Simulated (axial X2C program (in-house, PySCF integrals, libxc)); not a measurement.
# Spin–orbit effects down a group: molecules with B, PBE0

Calculated with an in-house all-electron X2C program for linear molecules (integrals from PySCF), spin-free (one-electron X2C) or two-component (2c: spin–orbit coupling with atomic mean-field Coulomb and Gaunt terms, which also bring small scalar terms), in Dyall basis sets with cores contracted in-house; open shells are unrestricted.

Basis sets: B dyall-v3z, C dyall-v3z, Ge dyall-cv3z, Pb dyall-cv3z, Si dyall-v3z, Sn dyall-cv3z.

```csv
molecule,spin-free state,Re (Å),ωe (cm⁻¹),De (eV),2c state,Re 2c (Å),ωe 2c (cm⁻¹),De 2c (eV)
BC,"M_S = 3/2, Λ = 0",1.478,1210.8,4.71,Ω = 3/2,1.478,1210.7,4.71
SiB,"M_S = 3/2, Λ = 0",1.909,765.8,3.52,Ω = 3/2,1.909,765.7,3.51
GeB,"M_S = 3/2, Λ = 0",1.973,649.5,3.24,Ω = 3/2,1.973,648.7,n/a
SnB,"M_S = 3/2, Λ = 0",2.175,559.7,2.77,Ω = 3/2,2.175,556.3,n/a
PbB,"M_S = 3/2, Λ = 0",2.241,513.9,2.58,Ω = 3/2,2.229,481.9,1.68
```

(1) Work out the shifts from the spin-free to the two-component result.

Each entry is the lowest single determinant of a limited PBE0 search at one distance. De goes to single-determinant-based atoms at the same level (for ions the charge split of lowest energy) and is withheld (n/a) where an atom does not fit its ground term or J level. Main or longest-lived isotopes. One determinant is a doubtful description, or other states lie close, for BC, SiB, GeB, SnB, PbB; these need not be ground states, and all values refer to the states named. With several unpaired electrons the Ω given is that of one determinant, not necessarily of the lowest component. Some light 2c atoms are not at their ground J level, so De misses part of their lowering (0.04 eV or less). The functionals have no current term, which raises determinants with orbital currents.

Answers

(1) 

```
molecule  2c state  ΔRe (Å)  Δωe (cm⁻¹)  ΔDe (eV)
      BC   Ω = 3/2    0.000        -0.1      0.00
     SiB   Ω = 3/2    0.000        -0.1     -0.01
     GeB   Ω = 3/2    0.000        -0.8       n/a
     SnB   Ω = 3/2    0.000        -3.4       n/a
     PbB   Ω = 3/2   -0.012       -32.0     -0.90
```

Shifts of one unit in the last digit are rounding.
